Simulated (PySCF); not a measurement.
C₄H₁₀Cd, charge -1, doublet, at a GFN2-xTB geometry (such geometries of metal compounds can be far from the true shape) (a state made from the parent by changing its charge; the spin is typed, not shown lowest) (all electrons, no relativity) (in this run its highest filled SCF level lies above zero, so its values depend strongly on the basis, on diffuse functions most of all); PySCF with R2SCAN/3-21G.

PySCF was given this input:
```python
from pyscf import gto, scf, dft

mol = gto.M(
    atom='''
Cd    0.618715    0.173859    0.120915
C    -1.055967   -0.769512    2.040498
C    -0.762210   -2.267040    2.103671
H    -2.081399   -0.640629    1.643841
H    -1.083868   -0.383740    3.077677
H     0.209031   -2.454982    2.574674
H    -0.734396   -2.700126    1.096369
H    -1.509695   -2.849936    2.680170
C    -0.468409    0.341747   -2.361739
C    -1.012049    1.767516   -2.429070
H    -1.330830   -0.352176   -2.374077
H     0.089588    0.144941   -3.297286
H    -0.195262    2.493442   -2.510598
H    -1.583763    2.007905   -1.524379
H    -1.685915    1.953805   -3.290474
''',
    basis='3-21g',
    charge=-1,
    spin=1,
    verbose=4,
)

mf = dft.UKS(mol)
mf.xc = 'r2scan'
mf.kernel()
```

The log (banner, timings and long lists left out):

```
PySCF version 2.14.0

[INPUT] verbose = 4
[INPUT] num. atoms = 15
[INPUT] num. electrons = 83
[INPUT] charge = -1
[INPUT] spin (= nelec alpha-beta = 2S) = 1
[INPUT] symmetry False subgroup None
[INPUT] Mole.unit = angstrom
[INPUT] Symbol           X                Y                Z      unit          X                Y                Z       unit  Magmom
[INPUT]  1 Cd     0.618715000000   0.173859000000   0.120915000000 AA    1.169201899160   0.328545894291   0.228496234352 Bohr   0.0
[INPUT]  2 C     -1.055967000000  -0.769512000000   2.040498000000 AA   -1.995488426579  -1.454166929566   3.855982377723 Bohr   0.0
[INPUT]  3 C     -0.762210000000  -2.267040000000   2.103671000000 AA   -1.440368149405  -4.284084713434   3.975362046190 Bohr   0.0
[INPUT]  4 H     -2.081399000000  -0.640629000000   1.643841000000 AA   -3.933274065944  -1.210613357454   3.106409282331 Bohr   0.0
[INPUT]  5 H     -1.083868000000  -0.383740000000   3.077677000000 AA   -2.048213675180  -0.725163503041   5.815966629873 Bohr   0.0
[INPUT]  6 H      0.209031000000  -2.454982000000   2.574674000000 AA    0.395011341544  -4.639243620737   4.865428720038 Bohr   0.0
[INPUT]  7 H     -0.734396000000  -2.700126000000   1.096369000000 AA   -1.387807306976  -5.102498641817   2.071837141463 Bohr   0.0
[INPUT]  8 H     -1.509695000000  -2.849936000000   2.680170000000 AA   -2.852910081625  -5.385598512538   5.064787267276 Bohr   0.0
[INPUT]  9 C     -0.468409000000   0.341747000000  -2.361739000000 AA   -0.885164724281   0.645808233892  -4.463039887704 Bohr   0.0
[INPUT] 10 C     -1.012049000000   1.767516000000  -2.429070000000 AA   -1.912495434640   3.340121160787  -4.590277037397 Bohr   0.0
[INPUT] 11 H     -1.330830000000  -0.352176000000  -2.374077000000 AA   -2.514904218355  -0.665516187645  -4.486355328629 Bohr   0.0
[INPUT] 12 H      0.089588000000   0.144941000000  -3.297286000000 AA    0.169296784048   0.273898794221  -6.230967494363 Bohr   0.0
[INPUT] 13 H     -0.195262000000   2.493442000000  -2.510598000000 AA   -0.368991702535   4.711922487488  -4.744342628881 Bohr   0.0
[INPUT] 14 H     -1.583763000000   2.007905000000  -1.524379000000 AA   -2.992878316220   3.794390534145  -2.880658820038 Bohr   0.0
[INPUT] 15 H     -1.685915000000   1.953805000000  -3.290474000000 AA   -3.185917619296   3.692156350806  -6.218094680002 Bohr   0.0

nuclear repulsion = 373.958158233546
number of shells = 54
number of NR pGTOs = 171
number of NR cGTOs = 92
basis = 3-21g
ecp = {}

******** <class 'pyscf.dft.uks.UKS'> ********
method = UKS
initial guess = minao
damping factor = 0
level_shift factor = 0
DIIS = <class 'pyscf.scf.diis.CDIIS'>
diis_start_cycle = 1
diis_space = 8
diis_damp = 0
SCF conv_tol = 1e-09
SCF conv_tol_grad = None
SCF max_cycles = 50
direct_scf = True
direct_scf_tol = 1e-13
number electrons alpha = 42  beta = 41
XC library pyscf.dft.libxc version 7.1.2
    S. Lehtola, C. Steigemann, M. J. T. Oliveira, and M. A. L. Marques,  SoftwareX 7, 1–5 (2018)
XC functionals = r2scan
    J. W. Furness, A. D. Kaplan, J. Ning, J. P. Perdew, and J. Sun,  J. Phys. Chem. Lett. 11, 8208–8215 (2020)
    J. W. Furness, A. D. Kaplan, J. Ning, J. P. Perdew, and J. Sun,  J. Phys. Chem. Lett. 11, 9248–9248 (2020)
    J. W. Furness, A. D. Kaplan, J. Ning, J. P. Perdew, and J. Sun,  J. Phys. Chem. Lett. 11, 8208–8215 (2020)
    J. W. Furness, A. D. Kaplan, J. Ning, J. P. Perdew, and J. Sun,  J. Phys. Chem. Lett. 11, 9248–9248 (2020)
radial grids:
    Treutler-Ahlrichs [JCP 102, 346 (1995); DOI:10.1063/1.469408] (M4) radial grids

becke partition: Becke, JCP 88, 2547 (1988); DOI:10.1063/1.454033
pruning grids: <function nwchem_prune>
grids dens level: 3
symmetrized grids: False
atomic radii adjust function: <function treutler_atomic_radii_adjust>
small_rho_cutoff = 0
Set gradient conv threshold to 3.16228e-05
tot grids = 176944
init E= -5588.68714633309

cycle= 1 E= -5599.42024138222  delta_E= -10.7  |g|= 0.538  |ddm|= 2.36
cycle= 2 E= -5598.82177352243  delta_E= 0.598  |g|= 0.986  |ddm|=  2.2
cycle= 3 E= -5599.5830350075  delta_E= -0.761  |g|= 0.171  |ddm|=  1.7
cycle= 4 E= -5599.60166964686  delta_E= -0.0186  |g|= 0.0488  |ddm|= 0.299
cycle= 5 E= -5599.60288598251  delta_E= -0.00122  |g|= 0.0143  |ddm|= 0.113
cycle= 6 E= -5599.60299503298  delta_E= -0.000109  |g|= 0.00991  |ddm|= 0.0337
cycle= 7 E= -5599.60305105383  delta_E= -5.6e-05  |g|= 0.00547  |ddm|= 0.0228
cycle= 8 E= -5599.60307518952  delta_E= -2.41e-05  |g|= 0.0014  |ddm|= 0.011
cycle= 9 E= -5599.60307774851  delta_E= -2.56e-06  |g|= 0.000416  |ddm|= 0.00478
cycle= 10 E= -5599.60307803959  delta_E= -2.91e-07  |g|= 0.000196  |ddm|= 0.00182
cycle= 11 E= -5599.60307809493  delta_E= -5.53e-08  |g|= 3.25e-05  |ddm|= 0.000632
cycle= 12 E= -5599.60307809627  delta_E= -1.34e-09  |g|= 7.77e-06  |ddm|= 0.000126
cycle= 13 E= -5599.60307809635  delta_E= -7.91e-11  |g|= 5.18e-06  |ddm|= 3.35e-05
Extra cycle  E= -5599.60307809631  delta_E= 3.91e-11  |g|= 8.78e-06  |ddm|= 2.18e-05
converged SCF energy = -5599.60307809631  <S^2> = 0.75911406  2S+1 = 2.0090934
```
